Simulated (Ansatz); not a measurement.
`O[SiH2][CH2][GeH2][OH]`, charge 0, multiplicity 1.

(1) Give a relaxed structure at PBE0-D4/def2-TZVP (Ansatz). (An estimate is asked.)

## Answers

(1) Ansatz gave: 
```xyz
13

O     0.7980    1.6743    0.0456
Si    1.2063    0.2575    0.8167
C    -0.3243   -0.7890    0.8259
Ge   -1.3744   -0.6109   -0.8262
O    -0.3393    0.0252   -2.1296
H     1.3944    2.4183    0.1382
H     2.3109   -0.4266    0.0934
H     1.6849    0.5750    2.1922
H    -0.0378   -1.8368    0.9528
H    -0.9636   -0.5132    1.6688
H    -1.8541   -1.9715   -1.3515
H    -2.5618    0.3426   -0.5793
H     0.0608    0.8552   -1.8470
```
This is one stationary point; other conformers may exist.
